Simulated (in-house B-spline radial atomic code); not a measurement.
Results of a calculation; reference values are marked as such.
**Softness against transferability: the 3p channel of Al**

Al, [Ne] 3s2 3p1, non-relativistic LDA (VWN5), spherical and spin-unpolarised, from a B-spline radial code for spherical atoms (atomic units). The all-electron 3p level is ε = -0.102545 hartree, its outermost node lies just inside 0.83 bohr and its outer maximum at 2.64 bohr.

Troullier-Martins pseudo-orbitals are made for several radii. The cutoffs (hartree) are the plane-wave energies beyond which the orbital holds less than the named kinetic energy per electron. The phase error is the difference, pseudo minus all-electron, of arctan(R P'/P) at R = 3.9 bohr for all radii, half a hartree below and above the level.

| r_c (bohr) | V_l(0) (hartree) | cutoff for 10 mEh | for 1 mEh | for 0.1 mEh | phase error at ε − 0.5 (mrad) | at ε + 0.5 (mrad) |
| --- | --- | --- | --- | --- | --- | --- |
| 1.98 | -1.29 | 1.41 | 2.25 | 8 | -0.1 | -7.9 |
| 2.3 | -0.73 | 1.41 | 2.25 | 5.38 | -0.1 | -6.1 |
| 2.64 | -0.80 | 1.41 | 2.25 | 4.62 | -0.1 | -7.0 |
| 2.99 | -0.89 | 1.41 | 2.25 | 2.98 | -0.1 | -9.8 |
| 3.33 | -0.94 | 1.41 | 2.25 | 2.98 | -0.2 | -12.6 |
| 3.6 | -0.94 | 1.41 | 2.25 | 2.98 | -0.2 | -13.3 |

(1) Which radius needs the lowest cutoff for 0.1 mEh while both phase errors stay within 9.9 mrad?

(2) What does the larger radius buy, and what does it cost?

Answers

(1) The radii within that limit are 1.98, 2.3, 2.64, 2.99 bohr; of these r_c = 2.99 needs the least, 2.98 hartree, that is 5.96 Ry or 81 eV.

(2) From r_c = 1.98 to 3.6 bohr the cutoff for 1 mEh goes from 2.25 to 2.25 hartree, a factor of 1.00, against 3.31 for a pure 1/r_c² scaling, end to end; step by step it is 2.25, 2.25, 2.25, 2.25, 2.25, 2.25, and for 0.1 mEh 8, 5.38, 4.62, 2.98, 2.98, 2.98; the number of plane waves goes as the cutoff to the power 3/2, here a factor of 1.0. The larger of the two phase errors is least at r_c = 2.3 bohr, 6.1 mrad; it is 7.9 at the smallest radius and 13.3 at the largest. These errors test the reference atom alone. Large radii also let the cores of neighbours overlap, which an atom doesn't show.
